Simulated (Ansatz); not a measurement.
Basis-set extrapolation for `C=C(F)[SiH](O)F` (PBE0-D4/def2-TZVP geometry, frozen core, Ansatz). Multiplicity 1, RHF reference.

|  | def2-TZVPP | def2-QZVPP |
| --- | --- | --- |
| HF | -641.006737 | -641.032497 |
| MP2 correlation | -1.166995 | -1.265836 |
| CCSD(T) correlation | -1.235843 | not run |

Energies in hartree. Use E(X) = E(∞) + A·exp(−7.88·√X) for Hartree–Fock and E(X) = E(∞) + B·X^(−2.97) for correlation, with X = 3 and 4, and add CCSD(T) minus MP2 of the smaller set to the MP2 limit.

Q: What is the CCSD(T) energy at the basis-set limit?

A: HF limit: -641.032497 + (-0.025760) × 0.13774 = -641.03605. MP2 limit: -1.265836 + (-0.098841) × 0.74074 = -1.33905. Higher-order term: -1.235843 − (-1.166995) = -0.06885. Total: -642.44395 hartree, 126.4 kcal/mol below CCSD(T)/def2-TZVPP.
